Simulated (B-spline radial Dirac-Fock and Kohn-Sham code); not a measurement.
## X-ray form factors of dysprosium in several charge states

Calculated with a radial atomic solver, using Dirac-Fock densities.

Configurations: Dy³²⁺ [Ar] 3d10 4s2 4p4; Dy³³⁺ [Ar] 3d10 4s2 4p3; Dy³⁵⁺ [Ar] 3d10 4s2 4p1. The first column is f₀ of Dy³²⁺, the others are differences from it.

| s (Å⁻¹) | Dy³²⁺ | Δ Dy³³⁺ | Δ Dy³⁵⁺ |
| --- | --- | --- | --- |
| 0 | 34.000 | -1.000 | -3.000 |
| 0.05 | 33.951 | -0.995 | -2.984 |
| 0.1 | 33.807 | -0.979 | -2.938 |
| 0.15 | 33.568 | -0.953 | -2.863 |
| 0.2 | 33.239 | -0.918 | -2.760 |
| 0.25 | 32.826 | -0.874 | -2.632 |
| 0.3 | 32.335 | -0.823 | -2.482 |
| 0.35 | 31.773 | -0.766 | -2.314 |
| 0.4 | 31.150 | -0.704 | -2.131 |
| 0.45 | 30.473 | -0.639 | -1.938 |
| 0.5 | 29.753 | -0.571 | -1.739 |
| 0.6 | 28.219 | -0.436 | -1.339 |
| 0.7 | 26.618 | -0.309 | -0.959 |
| 0.8 | 25.010 | -0.197 | -0.622 |
| 0.9 | 23.445 | -0.106 | -0.345 |
| 1 | 21.957 | -0.037 | -0.134 |
| 1.1 | 20.566 | +0.009 | +0.012 |
| 1.2 | 19.278 | +0.036 | +0.098 |
| 1.4 | 17.003 | +0.044 | +0.132 |
| 1.6 | 15.063 | +0.019 | +0.063 |
